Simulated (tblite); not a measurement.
Record of a relaxation.

C₄H₁₂F₂OSi₂.
Atom-mapped SMILES: `[CH3:1][C@@H:2]([F:3])[C@H:4]([CH2:5][F:6])[SiH2:7][O:8][SiH3:9]` (hydrogens: H10, H11, H12 on C1; H13 on C2; H14 on C4; H15, H16 on C5; H17, H18 on Si7; H19, H20, H21 on Si9)

Computed with GFN2-xTB (tblite), gas phase: L-BFGS steps from a force-field or distance-geometry start until the largest atomic force falls under 0.01 eV/Å. 7 of its 125 geometries are shown.

Step 0: E = -864.3029 eV, largest atomic force 2.621 eV/Å
```
atom  x, y, z in Å  |  force x, y, z in eV/Å
C1     -2.435   -0.858   -0.515   -1.527  -0.866  -1.051
C2     -1.861   -0.097    0.625   -1.043   1.448   0.777
F3     -2.117   -0.742    1.838    0.472  -0.053  -0.398
C4     -0.429    0.331    0.469   -0.120   0.708   1.054
C5     -0.325    1.226   -0.727    1.237   0.313  -0.282
F6     -1.113    2.363   -0.619    0.325  -0.612  -0.293
Si7     0.780   -1.049    0.274    2.165  -1.199  -0.864
O8      2.171   -0.394   -0.519   -0.757  -0.269   2.320
Si9     3.265    0.346    0.532    0.139   0.314  -0.845
H10    -2.734   -0.163   -1.325    0.176  -0.363   0.470
H11    -3.386   -1.355   -0.166    0.974   0.371  -0.369
H12    -1.778   -1.614   -0.961   -0.225   0.177   0.380
H13    -2.444    0.862    0.702    0.067  -0.559   0.211
H14    -0.153    0.937    1.357   -0.185  -0.238  -0.191
H15     0.753    1.536   -0.790   -0.937   0.237  -0.220
H16    -0.562    0.628   -1.615   -0.275   0.666  -0.157
H17     1.255   -1.631    1.546   -0.313   0.152  -0.234
H18     0.300   -2.149   -0.582    0.287   0.281  -0.017
H19     3.363    1.761    0.115   -0.209  -0.256  -0.006
H20     4.601   -0.233    0.359   -0.318  -0.197  -0.048
H21     2.840    0.310    1.942    0.066  -0.055  -0.236
```

Step 21: E = -865.2029 eV, largest atomic force 0.211 eV/Å
```
atom  x, y, z in Å  |  force x, y, z in eV/Å
C1     -2.535   -0.859   -0.526   -0.014   0.009   0.025
C2     -1.910   -0.083    0.620    0.023   0.007   0.040
F3     -1.936   -0.896    1.750    0.002   0.036  -0.010
C4     -0.456    0.339    0.402   -0.097   0.043  -0.006
C5     -0.295    1.268   -0.790   -0.013  -0.083   0.047
F6     -1.109    2.378   -0.658    0.099  -0.040  -0.018
Si7     0.744   -1.158    0.326   -0.059   0.198   0.045
O8      2.193   -0.492    0.057    0.099  -0.032   0.046
Si9     3.420    0.425    0.598    0.085   0.041   0.073
H10    -2.762   -0.189   -1.348    0.000  -0.007  -0.033
H11    -3.457   -1.317   -0.179   -0.073   0.038  -0.006
H12    -1.874   -1.652   -0.862    0.043   0.024  -0.020
H13    -2.533    0.788    0.880    0.037  -0.080  -0.053
H14    -0.177    0.936    1.285   -0.004  -0.148  -0.060
H15     0.740    1.629   -0.833   -0.147   0.033  -0.074
H16    -0.570    0.804   -1.744    0.025  -0.015   0.086
H17     0.728   -1.809    1.626   -0.003  -0.094   0.030
H18     0.617   -2.059   -0.815   -0.091   0.043  -0.022
H19     3.269    1.714   -0.085    0.056  -0.053   0.042
H20     4.604   -0.326    0.183   -0.042   0.090   0.061
H21     3.289    0.578    2.056    0.074  -0.012  -0.193
```

Step 41: E = -865.2432 eV, largest atomic force 0.055 eV/Å
```
atom  x, y, z in Å  |  force x, y, z in eV/Å
C1     -2.556   -0.853   -0.536    0.000  -0.007  -0.023
C2     -1.928   -0.094    0.621   -0.021  -0.022  -0.009
F3     -1.964   -0.919    1.739    0.000   0.010   0.033
C4     -0.476    0.337    0.417   -0.019   0.002   0.003
C5     -0.326    1.238   -0.792    0.000   0.025  -0.001
F6     -1.126    2.358   -0.675   -0.046   0.008  -0.014
Si7     0.745   -1.139    0.358   -0.032   0.022  -0.014
O8      2.241   -0.526    0.279   -0.015   0.009   0.005
Si9     3.506    0.437    0.623    0.007   0.008  -0.031
H10    -2.741   -0.185   -1.371    0.001   0.028   0.003
H11    -3.509   -1.265   -0.209    0.016  -0.005  -0.012
H12    -1.912   -1.667   -0.856   -0.005  -0.019   0.016
H13    -2.555    0.770    0.881    0.014   0.006   0.001
H14    -0.214    0.943    1.293    0.024  -0.021   0.032
H15     0.698    1.609   -0.878    0.047  -0.028  -0.006
H16    -0.621    0.747   -1.724    0.002  -0.010  -0.001
H17     0.635   -1.931    1.574    0.003  -0.007  -0.013
H18     0.606   -1.897   -0.887    0.032   0.012   0.014
H19     3.302    1.673   -0.135    0.005   0.009   0.009
H20     4.674   -0.303    0.158   -0.019  -0.019   0.012
H21     3.514    0.685    2.062    0.007   0.000  -0.002
```

Step 62: E = -865.2473 eV, largest atomic force 0.013 eV/Å
```
atom  x, y, z in Å  |  force x, y, z in eV/Å
C1     -2.558   -0.854   -0.534   -0.005  -0.008  -0.001
C2     -1.942   -0.093    0.628   -0.002  -0.002  -0.003
F3     -1.988   -0.907    1.753   -0.001   0.004   0.000
C4     -0.489    0.335    0.427   -0.003   0.003  -0.002
C5     -0.334    1.229   -0.787    0.001   0.003   0.003
F6     -1.147    2.342   -0.695    0.001   0.000  -0.007
Si7     0.739   -1.132    0.354    0.005   0.003   0.002
O8      2.221   -0.485    0.340    0.000   0.000   0.002
Si9     3.523    0.446    0.623   -0.002  -0.005   0.000
H10    -2.722   -0.186   -1.373    0.003  -0.004   0.000
H11    -3.519   -1.258   -0.224   -0.006  -0.004   0.005
H12    -1.915   -1.676   -0.836    0.000  -0.005  -0.001
H13    -2.567    0.777    0.876    0.002  -0.001   0.001
H14    -0.221    0.933    1.307   -0.003   0.003  -0.005
H15     0.692    1.601   -0.867   -0.004   0.009   0.008
H16    -0.613    0.722   -1.716    0.001   0.008   0.005
H17     0.613   -1.976    1.532    0.002   0.004   0.001
H18     0.650   -1.851   -0.918    0.001   0.005  -0.004
H19     3.338    1.676   -0.147    0.001  -0.003  -0.003
H20     4.650   -0.346    0.143    0.007  -0.003   0.005
H21     3.579    0.720    2.057    0.001  -0.006  -0.005
```

Step 83: E = -865.2489 eV, largest atomic force 0.024 eV/Å
```
atom  x, y, z in Å  |  force x, y, z in eV/Å
C1     -2.556   -0.884   -0.527    0.001  -0.010  -0.010
C2     -1.955   -0.091    0.621    0.000  -0.014  -0.020
F3     -2.003   -0.883    1.762   -0.003   0.014   0.001
C4     -0.504    0.348    0.429    0.000  -0.002   0.007
C5     -0.345    1.257   -0.774   -0.009  -0.002  -0.007
F6     -1.196    2.342   -0.703   -0.004   0.008   0.016
Si7     0.738   -1.107    0.342   -0.004  -0.003   0.014
O8      2.217   -0.458    0.343   -0.015   0.007   0.005
Si9     3.552    0.426    0.619   -0.006  -0.012   0.005
H10    -2.704   -0.242   -1.390    0.000   0.001   0.010
H11    -3.523   -1.276   -0.218    0.004   0.012  -0.012
H12    -1.915   -1.719   -0.797    0.012   0.004   0.013
H13    -2.591    0.778    0.844    0.014  -0.017   0.009
H14    -0.249    0.938    1.318    0.010   0.015   0.012
H15     0.669    1.662   -0.822   -0.003  -0.002   0.000
H16    -0.582    0.746   -1.711   -0.006  -0.003  -0.022
H17     0.612   -1.969    1.509   -0.003   0.006  -0.006
H18     0.653   -1.806   -0.942   -0.001  -0.002  -0.003
H19     3.406    1.651   -0.169    0.006   0.004  -0.005
H20     4.653   -0.411    0.156    0.010   0.002   0.003
H21     3.614    0.714    2.050   -0.001  -0.004  -0.009
```

Step 103: E = -865.2505 eV, largest atomic force 0.013 eV/Å
```
atom  x, y, z in Å  |  force x, y, z in eV/Å
C1     -2.534   -0.923   -0.523   -0.004   0.002  -0.004
C2     -1.968   -0.093    0.616    0.000   0.001  -0.001
F3     -2.018   -0.859    1.775    0.001  -0.001  -0.003
C4     -0.523    0.370    0.432    0.000  -0.003  -0.002
C5     -0.383    1.295   -0.761    0.001  -0.002  -0.001
F6     -1.260    2.359   -0.678    0.007   0.005   0.010
Si7     0.731   -1.073    0.333   -0.005  -0.009  -0.002
O8      2.202   -0.410    0.366   -0.001   0.002  -0.007
Si9     3.589    0.396    0.616    0.003   0.000   0.004
H10    -2.634   -0.313   -1.415    0.000   0.003  -0.008
H11    -3.519   -1.289   -0.244    0.000  -0.007   0.006
H12    -1.890   -1.773   -0.731   -0.004  -0.003   0.004
H13    -2.621    0.769    0.811   -0.002  -0.002   0.003
H14    -0.277    0.956    1.327   -0.004  -0.001  -0.003
H15     0.621    1.725   -0.803    0.004  -0.004   0.000
H16    -0.606    0.791   -1.706   -0.003  -0.003  -0.003
H17     0.596   -1.960    1.480    0.001   0.005   0.002
H18     0.662   -1.756   -0.962    0.002   0.012   0.005
H19     3.509    1.603   -0.208    0.002   0.002   0.006
H20     4.650   -0.505    0.176   -0.002  -0.004   0.004
H21     3.663    0.708    2.041    0.004   0.006  -0.009
```

Step 124: E = -865.2517 eV, largest atomic force 0.010 eV/Å
```
atom  x, y, z in Å  |  force x, y, z in eV/Å
C1     -2.512   -0.987   -0.518   -0.002   0.001  -0.002
C2     -1.994   -0.103    0.603   -0.001   0.001  -0.004
F3     -2.047   -0.833    1.783    0.002   0.002   0.000
C4     -0.558    0.395    0.434   -0.002   0.003  -0.002
C5     -0.428    1.347   -0.739   -0.002   0.001   0.000
F6     -1.287    2.420   -0.612    0.002  -0.002   0.002
Si7     0.730   -1.014    0.315    0.004   0.004   0.007
O8      2.174   -0.295    0.355    0.003   0.000   0.000
Si9     3.639    0.358    0.609    0.002   0.001  -0.001
H10    -2.554   -0.427   -1.447   -0.006  -0.007  -0.004
H11    -3.516   -1.327   -0.274    0.001   0.002   0.003
H12    -1.871   -1.855   -0.641    0.000   0.005  -0.004
H13    -2.674    0.747    0.757    0.001   0.001   0.002
H14    -0.334    0.971    1.340    0.001  -0.001  -0.001
H15     0.583    1.763   -0.787   -0.008  -0.001   0.000
H16    -0.674    0.870   -1.692    0.000   0.003   0.004
H17     0.615   -1.917    1.451    0.001  -0.007  -0.001
H18     0.674   -1.678   -0.989    0.004  -0.005   0.001
H19     3.689    1.534   -0.258    0.001  -0.002   0.003
H20     4.614   -0.659    0.227   -0.001  -0.002   0.002
H21     3.720    0.707    2.025   -0.001   0.002  -0.005
```

Question: Summarise the path.

Answer: The energy falls by 0.9488 eV from step 0 to step 124; nine tenths of that is first reached at step 17. It falls at every step. The largest force goes from 2.621 to 0.010 eV/Å. Among the bonds Si7–O8 changes most, from 1.730 to 1.614 Å; the atoms move by 0.442 Å rms after alignment.

Question: Follow the three bonds and two angles with the largest change from start to end.

Answer: 
```tsv
step	E above end (eV)	largest force (eV/Å)	Si7–O8 (Å)	C4–Si7 (Å)	O8–Si9 (Å)	Si7–O8–Si9 (°)	F6–C5–H16 (°)
0	0.9488	2.621	1.730	1.844	1.688	113.6	112.8
5	0.3694	0.483	1.628	1.913	1.631	126.8	104.7
11	0.1956	0.401	1.621	1.933	1.632	134.2	108.3
16	0.0951	0.272	1.623	1.911	1.626	140.3	105.5
22	0.0424	0.208	1.618	1.919	1.626	150.7	106.3
27	0.0256	0.118	1.618	1.909	1.627	153.8	106.6
32	0.0165	0.087	1.619	1.916	1.627	155.9	105.6
38	0.0102	0.048	1.620	1.915	1.628	157.0	106.3
43	0.0075	0.041	1.617	1.915	1.626	160.0	106.3
49	0.0058	0.031	1.616	1.915	1.625	162.6	106.1
54	0.0051	0.031	1.617	1.915	1.625	163.3	106.3
59	0.0046	0.021	1.617	1.914	1.625	164.2	106.1
65	0.0043	0.020	1.616	1.915	1.625	164.4	106.2
70	0.0038	0.020	1.616	1.914	1.625	165.5	106.2
75	0.0034	0.023	1.616	1.915	1.624	166.3	106.2
81	0.0030	0.025	1.616	1.914	1.625	165.9	106.2
86	0.0025	0.027	1.615	1.915	1.624	166.8	106.2
92	0.0018	0.020	1.615	1.914	1.624	168.2	106.1
97	0.0015	0.017	1.615	1.914	1.624	169.7	106.2
102	0.0013	0.014	1.615	1.914	1.624	170.1	106.1
108	0.0008	0.034	1.614	1.915	1.624	172.0	106.2
113	0.0005	0.022	1.614	1.913	1.623	172.3	106.2
119	0.0002	0.012	1.614	1.913	1.624	172.1	106.2
124	0.0000	0.010	1.614	1.912	1.624	172.1	106.2
```

The cost below is that of the whole relaxation. The run took 1.0 s on one thread, Arm Neoverse V2 (aarch64), shared host with 96 logical CPUs at a one-minute load of 55.
